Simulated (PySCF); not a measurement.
hafnium atom (Hf), triplet (core potentials on Hf). Base run: PBE0/def2-TZVP (PySCF).

Input for PySCF:
```python
from pyscf import gto, scf, dft

mol = gto.M(
    atom='''
Hf    0.00000000    0.00000000    0.00000000
''',
    basis='def2-tzvp',
    ecp={'Hf': 'def2-tzvp'},
    spin=2,
    verbose=4,
)

mf = dft.UKS(mol)
mf.xc = 'pbe0'
mf.kernel()
mf.analyze()
```

The base run was repeated with changes; each row names its change, and settings that it needs were set with it.

```json
[
 {"change": "base", "ΔE vs base (mEh)": "0.000", "SCF cycles": "11", "<S^2>": "2.004", "outcome": "converged"},
 {"change": "level_shift = 1.0 (with mf.max_cycle = 100)", "ΔE vs base (mEh)": "0.000", "SCF cycles": "85", "<S^2>": "2.004", "outcome": "converged"},
 {"change": "init_guess = mod_huckel", "ΔE vs base (mEh)": "3.105", "SCF cycles": "8", "<S^2>": "2.039", "outcome": "another SCF solution"},
 {"change": "level_shift = 0.3 (with mf.max_cycle = 100)", "ΔE vs base (mEh)": "0.000", "SCF cycles": "30", "<S^2>": "2.004", "outcome": "converged"},
 {"change": "solver = newton", "ΔE vs base (mEh)": "0.000", "SCF cycles": "-", "<S^2>": "2.004", "outcome": "converged"},
 {"change": "init_guess = 1e", "ΔE vs base (mEh)": "3.104", "SCF cycles": "16", "<S^2>": "2.039", "outcome": "another SCF solution"},
 {"change": "diis_space = 20", "ΔE vs base (mEh)": "0.000", "SCF cycles": "11", "<S^2>": "2.004", "outcome": "converged"},
 {"change": "level_shift = 0.5 (with mf.max_cycle = 100)", "ΔE vs base (mEh)": "0.000", "SCF cycles": "48", "<S^2>": "2.004", "outcome": "converged"},
 {"change": "conv_tol = 1e-7", "ΔE vs base (mEh)": "0.000", "SCF cycles": "10", "<S^2>": "2.004", "outcome": "converged"},
 {"change": "conv_tol = 1e-4", "ΔE vs base (mEh)": "0.014", "SCF cycles": "5", "<S^2>": "2.004", "outcome": "converged"},
 {"change": "conv_tol_grad = 1e-3", "ΔE vs base (mEh)": "0.000", "SCF cycles": "11", "<S^2>": "2.004", "outcome": "converged"},
 {"change": "damp = 0.5; diis_start_cycle = 5", "ΔE vs base (mEh)": "0.000", "SCF cycles": "13", "<S^2>": "2.004", "outcome": "converged"},
 {"change": "diis = off; damp = 0.3 (with mf.diis_start_cycle = 200; with mf.max_cycle = 150)", "ΔE vs base (mEh)": "0.000", "SCF cycles": "71", "<S^2>": "2.004", "outcome": "converged"}
]
```

A guess, shift, damping, solver or small numerical setting can't move a converged solution much, so rows marked as another SCF solution ended in a different state.

Open shells are given as the SCF converged; they aren't shown to be the lowest states, and a large step between rows can be another state.
